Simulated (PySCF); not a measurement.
**Electron correlation in Hf²⁺ (hafnium, charge +2)**

[Xe] 4f14 5d1 6s1, high-spin 3D determinant (an excited configuration). All numbers are calculated (PySCF 2.14, a scalar-relativistic core potential, in def2-QZVPPD with the def2 core potential (60 electrons) (7s6p4d3f2g, 84 functions)). Frozen: 5s2 5p6; 2 electrons correlated.

With two correlated electrons CCSD is exact within the correlated space (frozen core and kept virtual orbitals).

| level | correlation energy (mhartree) |
| --- | --- |
| CCSD | -6.02 |

Diagnostics: T1 = 0.026, D1 = 0.0510, largest double amplitude 0.021.

Spin-orbit coupling, absent here, splits the open shell strongly.

Cost of the coupled-cluster step: roughly 6 core-seconds, for 2 correlated electrons.

Iterations:

```
CC2 = 0
CCSD nocc = (np.int64(2), np.int64(0)), nmo = (80, 80)
frozen orbitals [[0, 1, 2, 3], [0, 1, 2, 3]]
max_cycle = 100
direct = 0
conv_tol = 1e-08
conv_tol_normt = 1e-06
diis_space = 8
diis_start_cycle = 0
Init t2, MP2 energy = -0.00448137101542827
Init E_corr(UCCSD) = -0.00448137101547751
cycle = 1  E_corr(UCCSD) = -0.00557724263005089  dE = -0.00109587161  norm(t1,t2) = 0.0136207
cycle = 2  E_corr(UCCSD) = -0.00588623965604445  dE = -0.000308997026  norm(t1,t2) = 0.0045996
cycle = 3  E_corr(UCCSD) = -0.00603372060296154  dE = -0.000147480947  norm(t1,t2) = 0.00185545
cycle = 4  E_corr(UCCSD) = -0.00603152344406437  dE = 2.1971589e-06  norm(t1,t2) = 0.000880624
cycle = 5  E_corr(UCCSD) = -0.00603153589489165  dE = -1.24508273e-08  norm(t1,t2) = 0.000864573
cycle = 6  E_corr(UCCSD) = -0.00602815435914349  dE = 3.38153575e-06  norm(t1,t2) = 0.0008648
cycle = 7  E_corr(UCCSD) = -0.00601852972980042  dE = 9.62462934e-06  norm(t1,t2) = 0.000618945
cycle = 8  E_corr(UCCSD) = -0.0060189418602444  dE = -4.12130444e-07  norm(t1,t2) = 4.60359e-05
cycle = 9  E_corr(UCCSD) = -0.00601891639365444  dE = 2.546659e-08  norm(t1,t2) = 1.02051e-05
cycle = 10  E_corr(UCCSD) = -0.00601890526261861  dE = 1.11310358e-08  norm(t1,t2) = 1.34228e-06
cycle = 11  E_corr(UCCSD) = -0.0060189078649516  dE = -2.60233299e-09  norm(t1,t2) = 2.76348e-07
UCCSD converged
E(UCCSD) = -46.67173879953194  E_corr = -0.006018907864951596
```
